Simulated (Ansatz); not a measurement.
Z-matrix (Å, degrees):
```
Si
O 1 1.664
Si 1 2.342 2 109.1
H 1 1.487 2 107.3 3 -119.4
H 1 1.489 2 109.7 3 122.3
B 2 1.347 1 131.7 3 -109.9
O 3 1.653 1 106.1 2 61.5
H 3 1.492 1 111.1 2 -59.6
H 3 1.493 1 109.7 2 -177.7
H 6 1.199 2 118.0 1 177.1
H 6 1.204 2 120.1 1 -3.2
H 7 0.958 3 118.1 1 -174.1
```

Total charge 0; spin multiplicity 1.

**Question.** List the CAM-B3LYP/def2-TZVPP orbital energies in eV (Ansatz). (Best estimate.)

**Answer.** Ansatz gave: Occupied: -1801.57, -1801.46, -522.96, -522.76, -186.23, -146.08, -145.98, -101.45, -101.39, -101.38, -101.33, -101.29, -101.28, -29.98, -29.81, -18.45, -17.43, -15.39, -14.88, -13.62, -13.27, -12.96, -12.42, -11.97, -11.08, -10.34, -9.83, -9.39. Lowest empty: 0.37, 0.52, 1.03, 1.90, 2.34, 2.54, 2.86, 3.13.
